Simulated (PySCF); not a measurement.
**Si2H4ClO2F**

Si2H4ClO2F is a small molecule, neutral, singlet. The structure, one conformer, was relaxed in the gas phase by PBE0-D3(BJ)/def2-SVP. No frequency run checks that it is a minimum.

SMILES: O[Si](F)(Cl)O[SiH3]

```xyz
10

Si   -1.447    0.028   -0.342
O     0.028   -0.271    0.275
Si    1.585    0.318    0.418
O    -2.549   -1.016    0.250
F    -1.354   -0.094   -1.943
Cl   -2.057    1.922    0.076
H     2.374   -0.067   -0.786
H     2.185   -0.292    1.636
H     1.547    1.803    0.547
H    -2.231   -1.892    0.490
```
Atoms count from 1 in this order.

Shieldings: GIAO PBE0/pcSseg-2. Shifts are against computed references at the same level: H TMS (σ 31.24 ppm), Si TMS (σ 341.3 ppm). Core levels by delta-SCF with SCAN, pcX-2 on the ionised atom and pcseg-1 elsewhere, spin-free X2C (2p3/2 is the spin-free 2p value less a third of a first-order spin-orbit splitting); from the vacuum level, for chosen atoms.

(1) Give the NMR and core-level values of the distinct atoms.

(2) Which of O2, O4 holds its core electrons tightest, and by how much against the loosest?

(3) By CAM-B3LYP/def2-SVPD (TDDFT singlets, Tamm-Dancoff triplets, ionisation by delta-SCF), where does absorption start, and what does vertical ionisation take?

Results:

(1) 
```
   atoms         bonded to  σ (ppm)  δ (ppm)  core level (eV)
     Si1  1 Cl + 1 F + 2 O    407.8    -66.5     2p3/2 109.78
      O2              2 Si    266.2        -        1s 538.79
     Si3         1 O + 3 H    379.1    -37.8                -
      O4        1 Si + 1 H    269.9        -        1s 539.59
      F5              1 Si    298.2        -        1s 692.86
     Cl6              1 Si    920.5        -     2p3/2 206.59
H7 H8 H9              1 Si    26.15     5.10                -
     H10               1 O    29.00     2.25                -
```

Values are those of this one static structure, with the three H of a rotating XH3 group averaged; atoms that internal rotation interchanges would show their mean in an NMR spectrum.

(2) O4 (bonded to 1 Si + 1 H), by 0.80 eV over O2 (bonded to 2 Si).

(3) The lowest singlet lies at 7.78 eV (f 0.002), the strongest of the first 6 at 8.72 eV (f 0.049), the lowest triplet at 7.36 eV; vertical ionisation takes 11.73 eV.
